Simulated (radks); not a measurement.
Question: These are the eigenvalues of the occupied orbitals of an atom or ion with whole-number occupations (hartree). Calculated with a radial shooting solver on a logarithmic mesh with Libxc functionals: scalar-relativistic Kohn-Sham, r2SCAN, spin-polarised, spherical densities, finite nucleus; meta-GGA in the generalised Kohn-Sham scheme; Fermi nuclear charge, rms radius of each element as measured or else 0.836 A^(1/3) + 0.57 fm.

1s down: -3244.390
1s up: -3244.390
2s up: -584.5063
2s down: -584.4856
2p up: -501.9490
2p down: -501.9324
3s up: -143.5699
3s down: -143.5664
3p up: -119.7958
3p down: -119.7907
3d up: -95.46481
3d down: -95.45187
4s up: -35.62563
4s down: -35.60927
4p up: -27.79723
4p down: -27.78334
4d up: -18.68106
4d down: -18.66410
5s up: -9.04156
5s down: -8.94134
4f up: -8.63350
4f down: -8.61106
5p up: -6.83203
5p down: -6.71214
5d up: -4.23492
5d down: -4.10352

Which element is it, and in what charge state? The configuration may be excited. Open shells, if any, are filled with parallel spins first.

Answer: Z = 82, lead, charge +7: Pb7+ in [Xe] 4f14 5d7. The list shows which subshells hold electrons but not how many an open one holds; the 1s level, -3244.4 hartree, gives Z - s = 80.6 by -(Z - s)^2/2, which with screening and relativity narrows Z to a few neighbours, and the depths of the outer levels then fix element, charge and occupations together.
